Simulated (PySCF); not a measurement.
## `CC#CB(F)CC(F)(F)F`, C5H5BF4

Cartesian coordinates in Å; atom numbers follow the order of the lines, from 1:
```xyz
15

C     2.879   -1.129    0.008
C     1.796   -0.207   -0.203
C     0.884    0.566   -0.380
B    -0.277    1.490   -0.590
F    -0.083    2.760   -0.906
C    -1.806    1.028   -0.450
C    -1.997   -0.429   -0.120
F    -1.428   -0.784    1.045
F    -3.298   -0.761   -0.009
F    -1.489   -1.250   -1.055
H     3.823   -0.594    0.098
H     2.698   -1.704    0.916
H     2.936   -1.817   -0.835
H    -2.343    1.230   -1.380
H    -2.300    1.611    0.332
```

Computed with PySCF 2.14.0, GIAO HF/pcSseg-1 magnetisability, rotational g tensor and spin-rotation constants, non-relativistic, gas phase. Geometry: GFN2-xTB.

**Question.** Give the nuclear spin-rotation constants along the inertial axes (H = +C I·J) beside the isotropic shieldings.

**Answer.** Rotational constants 1.5802, 0.9090, 0.6466 GHz. A star marks the isotopologue with that one atom substituted, in its own axes.
```tsv
atom	isotope	Caa (kHz)	Cbb (kHz)	Ccc (kHz)	mean (kHz)	σ (ppm)
B4	11B	0.369	0.309	0.110	0.263	74.2
F5	19F	3.229	1.517	-0.075	1.557	262.3
F8	19F	1.741	1.041	0.570	1.118	289.1
F9	19F	1.142	1.343	0.678	1.054	282.2
F10	19F	1.736	1.059	0.558	1.118	289.3
H11	1H	0.009	-0.092	-0.066	-0.050	29.9
H12	1H	-0.163	-0.042	-0.031	-0.079	29.8
H13	1H	-0.176	-0.075	-0.003	-0.085	29.8
H14	1H	-0.137	-0.079	-0.024	-0.080	30.3
H15	1H	-0.141	-0.083	-0.019	-0.081	30.3
C1	13C*	0.172	0.099	0.070	0.114	188.5
C2	13C*	0.422	0.233	0.244	0.300	63.8
C3	13C*	0.326	0.117	0.229	0.224	111.8
C6	13C*	0.237	0.127	0.100	0.155	163.9
C7	13C*	0.451	0.235	0.188	0.291	74.3
```
For the geometry as given, no vibrational averaging.
